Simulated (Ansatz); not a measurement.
(NMe2)3Sn-NH-SiH3 (C6H22N4SiSn) was relaxed with PBE-D4 (def2-SVP) in Ansatz in these states: charge +1 doublet, neutral singlet. The geometries follow in no particular order.

In the def2 sets Sn takes a core potential; there is no spin–orbit coupling.

A:

```xyz
34

Sn    0.524   -0.053    0.120
N     0.772    1.818   -0.677
C     1.053    1.878   -2.112
C     1.564    2.766    0.109
N    -1.137   -0.812   -0.927
C    -2.189    0.091   -1.330
C    -1.503   -2.202   -0.784
N    -0.512    0.241    1.919
C    -0.761   -0.882    2.795
C    -1.439    1.345    2.024
N     1.728   -1.673    0.400
Si    2.592   -2.435   -0.960
H     0.447    1.134   -2.667
H     2.127    1.719   -2.372
H     0.769    2.885   -2.490
H     2.666    2.658   -0.026
H     1.333    2.676    1.190
H     1.293    3.800   -0.201
H    -3.052    0.067   -0.619
H    -2.595   -0.211   -2.323
H    -1.815    1.130   -1.398
H    -2.361   -2.334   -0.078
H    -0.646   -2.802   -0.423
H    -1.837   -2.613   -1.766
H    -1.789   -1.299    2.660
H    -0.688   -0.562    3.861
H    -0.029   -1.695    2.622
H    -1.410    1.775    3.052
H    -2.495    1.022    1.848
H    -1.190    2.144    1.300
H     2.213   -1.658    1.307
H     1.740   -2.110   -2.157
H     3.977   -1.889   -1.162
H     2.652   -3.917   -0.736
```

B:

```csv
atom,x (Å),y (Å),z (Å)
Sn1,-0.206,-0.086,-0.135
N2,-0.054,1.810,0.648
C3,0.044,1.952,2.089
C4,-0.800,2.874,0.004
N5,1.207,-1.129,0.941
C6,2.545,-0.580,1.030
C7,1.155,-2.577,0.967
N8,-0.090,0.220,-2.177
C9,-0.482,-0.855,-3.067
C10,1.034,0.996,-2.665
N11,-1.953,-1.160,0.129
Si12,-2.709,-1.411,1.687
H13,0.566,1.079,2.533
H14,-0.951,2.045,2.597
H15,0.627,2.866,2.356
H16,-1.830,3.014,0.423
H17,-0.903,2.676,-1.083
H18,-0.272,3.851,0.120
H19,3.235,-0.943,0.224
H20,3.019,-0.856,2.003
H21,2.519,0.528,0.977
H22,1.782,-3.062,0.174
H23,0.114,-2.934,0.838
H24,1.523,-2.965,1.947
H25,0.352,-1.560,-3.320
H26,-0.856,-0.446,-4.036
H27,-1.301,-1.460,-2.627
H28,0.770,1.507,-3.622
H29,1.951,0.384,-2.872
H30,1.312,1.784,-1.935
H31,-2.591,-1.057,-0.670
H32,-1.604,-1.481,2.705
H33,-3.666,-0.319,2.113
H34,-3.488,-2.704,1.707
```

Question: Judge from the bond lengths which geometry belongs to which state (an estimate).

Answer: A is the charge +1 doublet (Sn1–N5 2.105 Å, N11–Si12 1.782 Å, Sn1–N11 2.038 Å); B is the neutral singlet (Sn1–N5 2.059 Å, N11–Si12 1.751 Å, Sn1–N11 2.068 Å).
